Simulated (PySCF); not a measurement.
**Os²⁺: excitation energy**

Os²⁺ [Xe] 4f14 5d6 (5D) → Os²⁺ [Xe] 4f14 5d5 6s1 (7S), as a difference of total energies. Computed with PySCF 2.14 in aug-cc-pVDZ-PP with ECP60MDF, with scalar relativity through the core potential. Correlated levels: valence: 5s2 5p6 frozen. The calculations carry no spin-orbit coupling.

```tsv
method	excitation energy (eV)
UHF	-0.559
MP2 (valence)	-0.144
SCS-MP2 (valence)	0.360
CCSD (valence)	-0.094
CCSD(T) (valence)	-0.062
```

Q: How much does correlation contribute at CCSD(T) (valence)?

A: -0.062 − (-0.559) = 0.497 eV, measured against UHF.
